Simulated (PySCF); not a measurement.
Species: RuO3(NH) (singlet state).
Geometry (PBE0-D3(BJ)/def2-SVP, Å), atoms numbered from 1 in this order:
```xyz
6
HNO3Ru angstrom
Ru     0.2103    0.3706    0.1487
O      0.2061    0.3830    1.8220
O      1.7891    0.3794   -0.4042
O     -0.5877    1.7262   -0.4218
N     -0.5666   -1.0153   -0.4064
H     -1.0512   -1.8439   -0.7383
```

Computed, not measured: TDDFT wB97X-D/def2-SVPD, vertical, gas phase, core orbitals frozen in the response, def2 core potentials past Kr in PySCF 2.14.0, density-fitted response routines. Spin–orbit coupling is left out.

Each state is given a Gaussian of 0.4 eV full width at half maximum, with ε(max) = 2.175×10⁸ f / Δν̃ (Δν̃ the width in cm⁻¹). The width is an assumption, not a result. The curve ends short of the highest state used, and states not computed would add to its high-energy end.

```json
{"λ (nm)": "328.8", "ε (L mol⁻¹ cm⁻¹)": "1659"}
{"λ (nm)": "340.2", "ε (L mol⁻¹ cm⁻¹)": "1170"}
{"λ (nm)": "351.6", "ε (L mol⁻¹ cm⁻¹)": "539"}
{"λ (nm)": "363.0", "ε (L mol⁻¹ cm⁻¹)": "182"}
{"λ (nm)": "374.3", "ε (L mol⁻¹ cm⁻¹)": "67"}
{"λ (nm)": "385.7", "ε (L mol⁻¹ cm⁻¹)": "68"}
{"λ (nm)": "397.1", "ε (L mol⁻¹ cm⁻¹)": "106"}
{"λ (nm)": "408.5", "ε (L mol⁻¹ cm⁻¹)": "136"}
{"λ (nm)": "419.9", "ε (L mol⁻¹ cm⁻¹)": "137"}
{"λ (nm)": "431.2", "ε (L mol⁻¹ cm⁻¹)": "112"}
{"λ (nm)": "442.6", "ε (L mol⁻¹ cm⁻¹)": "75"}
{"λ (nm)": "454.0", "ε (L mol⁻¹ cm⁻¹)": "44"}
{"λ (nm)": "465.4", "ε (L mol⁻¹ cm⁻¹)": "22"}
{"λ (nm)": "476.8", "ε (L mol⁻¹ cm⁻¹)": "10"}
{"λ (nm)": "488.1", "ε (L mol⁻¹ cm⁻¹)": "4"}
{"λ (nm)": "499.5", "ε (L mol⁻¹ cm⁻¹)": "2"}
{"λ (nm)": "510.9", "ε (L mol⁻¹ cm⁻¹)": "1"}
{"λ (nm)": "522.3", "ε (L mol⁻¹ cm⁻¹)": "0"}
{"λ (nm)": "533.7", "ε (L mol⁻¹ cm⁻¹)": "0"}
{"λ (nm)": "545.0", "ε (L mol⁻¹ cm⁻¹)": "0"}
{"λ (nm)": "556.4", "ε (L mol⁻¹ cm⁻¹)": "0"}
{"λ (nm)": "567.8", "ε (L mol⁻¹ cm⁻¹)": "0"}
{"λ (nm)": "579.2", "ε (L mol⁻¹ cm⁻¹)": "0"}
{"λ (nm)": "590.6", "ε (L mol⁻¹ cm⁻¹)": "0"}
```

(1) Where are the band maxima, and which computed states make them?

(2) Coming from long wavelengths, where does ε first pass 100 L mol⁻¹ cm⁻¹?

(3) Does any computed singlet lie in the visible range?

(4) On this curve, what absorbance would a 10⁻³ mol/L sample give at 355 nm over a 1 cm path?

Results:

(1) 414 nm (2.99 eV), ε about 140, made up of S2 (51%) and S3 (49%) (ε in L mol⁻¹ cm⁻¹; maxima over ε = 5, shares over 10%). At its high-energy end, 3.77 eV, the curve is still rising (ε about 1700, from S4, S5 and S6). The states used: S1 2.70 eV (f 0.0000); S2 2.99 eV (f 0.0011); S3 2.99 eV (f 0.0010); S4 3.71 eV (f 0.0036); S5 3.71 eV (f 0.0035); S6 3.82 eV (f 0.019); S7 4.18 eV (f 0.0000); S8 4.36 eV (f 0.0018); S9 4.37 eV (f 0.0017).

(2) At about 435 nm (2.85 eV), 0.15 eV above S1.

(3) 3 computed singlets (S1 to S3) lie in the visible range (380 to 750 nm), the largest f among them at 415 nm, f = 0.0011; light of that wavelength is violet, and its complementary colour is yellow-green; a Tamm–Dancoff triplet lies at 577 nm, without intensity as long as spin–orbit coupling is left out.

(4) 355 nm is 3.493 eV, where ε is about 400 L mol⁻¹ cm⁻¹, so A = ε c l ≈ 0.4 (Beer–Lambert, with the gas-phase spectrum and the assumed width).

The vertical ionisation energy (ΔSCF) is 11.26 eV, 6.89 eV above S9.
